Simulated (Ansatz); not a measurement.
Geometry optimisation, Ansatz 0.2.0, UKS PBE0-D4/def2-SVP.

The input (input.yaml):

```yaml
crystal:
  periodic: [false, false, false]
  atoms:
    - { symbol: F, position_ang: [-1.7519, -0.1453, 0.4091] }
    - { symbol: Ga, position_ang: [-0.014, 0.1136, -0.2553] }
    - { symbol: Cl, position_ang: [0.9445, -1.5031, 0.4127] }
    - { symbol: H, position_ang: [0.877, 1.4745, -0.5868] }
magnetization:
  spin_polarized: true
basis:
  gaussian: { orbitals: def2-SVP }
hamiltonian:
  xc: pbe0
  dispersion: d4
relax:
  f_tol: 0.02
  max_steps: 40
```

Launched with:

```bash
$ ansatz run input.yaml --threads 2 --pin off --max-ram 3072MiB --backend cpu --events-out ev --progress --plain --runs-dir out
```

Q: Where does it end, and by what steps?

A: The forces met the threshold. After 5 steps the energy has fallen by 0.752 eV; F1 moved furthest, 0.24 Å.

```
step  energy less start (eV)  largest force component (eV/Å)  accepted
   0                  0.0000                           2.988       yes
   1                 -0.6490                           1.813       yes
   2                 -0.7425                           0.630       yes
   3                 -0.7516                           0.097       yes
   4                 -0.7523                           0.037       yes
   5                 -0.7524                           0.004       yes
```

```xyz
4
Properties=species:S:1:pos:R:3
F -1.691 0.043 0.267
Ga 0.020 0.135 -0.059
Cl 1.072 -1.664 0.392
H 0.655 1.426 -0.620
```

Whether the end is a true minimum wasn't checked by a vibrational analysis.

Run time: 22 s on 2 threads of Arm Neoverse N1, with other jobs on the host, peak memory 0.18 GiB.
